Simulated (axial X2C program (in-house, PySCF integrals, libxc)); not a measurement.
# ZrSe along the bond: PBE0, with spin–orbit coupling

All values were computed with an axial X2C code built on PySCF integrals. Two-component (2c) means X2C with spin–orbit coupling and atomic mean-field two-electron Coulomb and Gaunt terms. Basis: Zr dyall-cv3z [11s12p9d6f3g], Se dyall-cv3z [8s9p6d4f1g] (cores contracted in-house); Gaussian nuclei, density fitting, unrestricted open shells. Masses: Zr 89.905 u, Se 79.917 u.

State: Ω = 1 (⟨Sz⟩ = -1.00, ⟨Lz⟩ = 2.00 at PBE0). Dipoles are positive if Se is the positive end.

Results along the bond:

| R (Å) | μ (D) | HOMO (eV) | LUMO (eV) |
| --- | --- | --- | --- |
| 2.018 | -4.163 | -4.57 | -2.10 |
| 2.110 | -4.616 | -4.75 | -2.18 |
| 2.180 | -4.950 | -4.90 | -2.25 |
| 2.249 | -5.279 | -5.04 | -2.33 |
| 2.319 | -5.603 | -5.18 | -2.45 |
| 2.400 | -5.969 | -5.33 | -2.58 |
| 2.481 | -6.317 | -5.47 | -2.70 |
| 2.586 | -6.721 | -5.58 | -2.84 |
| 2.713 | -7.106 | -5.63 | -2.96 |
| 2.899 | -7.343 | -5.36 | -3.07 |

One determinant describes the state; a PBE0 search over occupations chose it and may have missed a lower one. Density functionals use the spin component along the axis (collinear). Other states lie close and PBE0, whose exact exchange favours high spin, may order them wrongly; the determinant shown need not be the ground state. The nearest other 2c determinant of the search, Ω = 3, lies 0.08 eV up at the distance of the search. Without a current term, density functionals place determinants with orbital angular momentum somewhat too high. With several unpaired electrons one determinant need not be a pure state. The determinant is spin-polarised beyond a pure state at some levels (its spin-free form has ⟨S²⟩ too high), which makes Re and μ there less reliable.
